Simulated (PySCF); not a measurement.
# Continuum solvent and chemical shifts

Structure with atom numbers: `[CH3:1][CH2:2][B:3]([F:4])[O:5][CH3:6]`; H(Xn) means a hydrogen on atom n.

GIAO PBE0/pcSseg-1 in PySCF 2.14 on one PBE0-D3(BJ)/def2-SVP conformer, non-relativistic, equivalent nuclei averaged. Solvents enter as an IEF-PCM continuum (chloroform with ε = 4.7, acetonitrile with ε = 35.7) around the gas-phase geometry. Shifts are referred to TMS, BF3·OEt2, CFCl3 computed in the same medium.

In chloroform, δ in ppm: C6 51.9, C1 9.2, C2 8.2, B3 30.6, F4 -91.7, H(C6) 3.86, H(C1) 0.86, H(C2) 0.77. Dipole moment 1.10 D.

Question: How does each δ change in the more polar medium?

Answer: 
| atoms | environment | Δδ, acetonitrile |
| --- | --- | --- |
| C6 | methyl carbon bonded to O | +0.4 |
| C1 | methyl carbon | +0.1 |
| C2 | sp3 CH2 bonded to B | +0.1 |
| B3 | boron bonded to C, F, O | +0.2 |
| F4 | fluorine bonded to B | -0.6 |
| H(C6) | hydrogen on a methyl carbon bonded to O | +0.03 |
| H(C1) | hydrogen on a methyl carbon | -0.01 |
| H(C2) | hydrogen on an sp3 CH2 bonded to B | +0.02 |

Changes are relative to chloroform. The dipole moment becomes 1.11 D in acetonitrile.

Question: Which nuclei move most (in ppm), and what does the model miss?

Answer: F4 (fluorine bonded to B, -0.6 ppm) in acetonitrile. A continuum only polarises the solute; specific hydrogen bonds, the anisotropy of aromatic solvents and changes of geometry or conformer are outside it.
